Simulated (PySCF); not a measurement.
In(H)(Cl)(Me) (CH₄ClIn), SMILES [InH]([CH3])[Cl]. Heavy atoms are numbered as in [InH:1]([Cl:3])[CH3:4]. Hydrogens are named by the atom that carries them.

Geometry: PBE0-D3(BJ)/def2-SVP. The def2 effective core potentials stand for the cores of In; spin–orbit coupling is left out.

Method: r2SCAN/def2-TZVPD in PySCF.

Mulliken values depend strongly on the basis, most of all with diffuse functions as here. ESP charges are fitted to the potential on shells at 1.4 to 2.0 van der Waals radii. Atomic charges (e), one atom of each kind:

| atom | ESP fit | Mulliken |
|---|---|---|
| In1 (InH) | 0.78 | 0.82 |
| H on In1 | ? | -0.12 |
| Cl3 | ? | -0.52 |
| C4 (CH3) | ? | -0.85 |
| H on C4 | 0.17 | 0.22 |

**Question.** Fill in the missing entries. (An estimate is asked for; the answer gives what the named calculation found.)

**Answer.** 
- H on In1, ESP fit: -0.20
- Cl3, ESP fit: -0.40
- C4 (CH3), ESP fit: -0.69
